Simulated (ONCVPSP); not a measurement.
beryllium (Be), ONCV: configuration errors across variants

ONCVPSP 4.0.1 input, shortened (lines: element, Z, core and valence counts, functional; n l f; lmax; l rc ep ncon nbas qcut; lloc lpopt rc5 dvloc0; l nproj debl; icmod fcfact rcfact), PBE, scalar-relativistic:

```
  Be 4.00    1    1        4      upf
    1    0    2.00
    2    0    2.00
    1
    0    1.75    0.00    3    6    3.30
    1    1.45    0.03    4    8    4.80
    4    5    0.95    0.00
    0    3    1.10
    1    3    3.60
    0    0.00    0.00
```

All-electron excitation energies from the reference (eV): (1) 2s1 9.551; (2) 2s1.5 3.761; (3) 2s1 2p1 3.612.

A true bound ghost makes a file unfit for plane-wave use even where its test errors are small: the radial tests pick states by their node count and pass the ghost by.

Errors AE − PS in meV (a dash: test not solved or not reliable):

```tsv
change	(1)	(2)	(3)	bound ghosts	GHOST(+) flags above zero
base	+8.7	+1.2	+3.9	none	s
s: debl 0.25	+8.7	+1.2	+3.8	s	none
s: debl 0.4	+8.7	+1.2	+3.8	s	none
s: debl 0.55	+8.7	+1.2	+3.9	s	none
s: debl 1	+8.7	+1.2	+3.9	none	s
s: debl 1.55	+8.6	+1.2	+3.9	none	none
s: debl 3.35	+8.6	+1.2	+3.8	none	none
s: debl 5.2	+8.7	+1.2	+3.8	none	none
```

(1) Give the same row for: s: debl 2.25.

## Answers

(1) +8.6, +1.2, +3.9; bound ghosts: none; GHOST(+) flags above zero: none.
